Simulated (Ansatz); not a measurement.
Job for Ansatz (an electronic-structure program): R-wB97M-V/def2-TZVPPD on CH3N (a complex), monomers drawn apart or pushed together. Files ending in .json are basis or fitting sets from the Basis Set Exchange.

Ansatz 0.2 input:
```yaml
crystal:
  periodic: [false, false, false]
  atoms:
    - {symbol: C, position_ang: [0.17010812, 0.56811623, -0.69665969]}
    - {symbol: N, position_ang: [0.09934828, 0.34565917, 0.42524776]}
    - {symbol: H, position_ang: [0.23595863, 0.77510770, -1.74111715]}
    - {symbol: H, position_ang: [-0.04484422, -0.10928239, 2.91054036]}
    - {symbol: H, position_ang: [-0.08643550, -0.24063314, 3.64274154]}
basis:
  gaussian:
    orbitals: def2-TZVPPD.json
hamiltonian:
  xc: {name: wB97M-V}
scf: {lower_state_search: off}
```

It printed:

```
WARN ansatz: RAYON_NUM_THREADS=1 ignored (pool sized by the plan → 1); use --threads N
Functional definition: wB97M-V
these checks for a lower state are left out or cut short: stability, starts, cluster_reference, orbital_swaps, neighbouring_geometries, increment
integrals: 0.03 GiB planned
530 factors; their error is unknown
integrals: 0.06 GiB planned
164 factors; integrals over basis functions are off by at most 7.1e-5 eV
mean field: 0.38 GiB planned
mean field evaluation 1: about -2571.3753 eV, gradient 3.7e1 eV
mean field evaluation 2: about -2570.0250 eV, gradient 4.6e1 eV
mean field evaluation 4: about -2574.0559 eV, gradient 1.2e0 eV
mean field evaluation 8: about -2574.0577 eV, gradient 3.1e-1 eV
mean field evaluation 16: about -2574.0578 eV, gradient 1.0e-6 eV
mean field -2574.05780562 eV, -94.5948795976 hartree, gradient 1.0e-6 eV, S^2 0.000000; 0 other end points of the search recorded, 0 dependent functions left out
reference -2574.05784783 eV, -94.5948811487 hartree; 8, 8 occupied and 117, 117 virtual orbitals, 530 factors
Total energy: -2574.05784783 eV, -94.5948811487 hartree
Checks for a lower state left out: stability, starts, cluster_reference, orbital_swaps, neighbouring_geometries, increment
```

The run converged.

Cost: roughly 2.1 core-seconds.
